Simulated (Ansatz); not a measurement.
The same path of Cl$_{3}$HSi (5 atoms, charge 0, multiplicity 1) was run twice with different band settings. Lost on the way: Si1–H2, Si1–Cl3. Made: H2–Cl3.

Theory: RKS PBE/def2-SVP (Ansatz 0.2.0).

Relaxed end points:

```xyz
5
Properties=species:S:1:pos:R:3
Si 0.165 0.000 0.244
H -0.081 0.000 1.713
Cl 2.195 0.000 -0.114
Cl -0.679 1.682 -0.596
Cl -0.679 -1.682 -0.596
```

```xyz
5
Properties=species:S:1:pos:R:3
Si -1.004 0.000 0.112
H 1.656 0.000 2.114
Cl 2.011 0.000 0.864
Cl -0.871 1.642 -1.219
Cl -0.871 -1.642 -1.219
```

Common settings: movable images 5; climbing image yes; spring 5.0 eV/Å²; start path through a guess of the saddle point; force threshold 0.05 eV/Å; iteration limit 60; end points relaxed.

| run | optimiser | largest step |
| --- | --- | --- |
| 1 | quadratic models (default) | default |
| 2 | fire | 0.5 Å |

(1) What does each run give, and how far can it be trusted?

Results:

(1) Run 1: converged after 10 iterations, highest image 2.520 eV above the first end. Neighbouring images differ by up to 1.3 eV, so the band resolves the path poorly. A vibrational analysis at the climbing image gives one clearly imaginary mode, 742i cm⁻¹: a first-order saddle point.
Run 2: converged after 43 iterations, highest image 2.520 eV above the first end. Another band between the same ends (5 images) ends at a top of the same energy, where a vibrational analysis finds 1 clearly imaginary mode.
The orbitals stay closed-shell, which can raise the energy where a bond breaks towards radicals; this wasn't checked here.
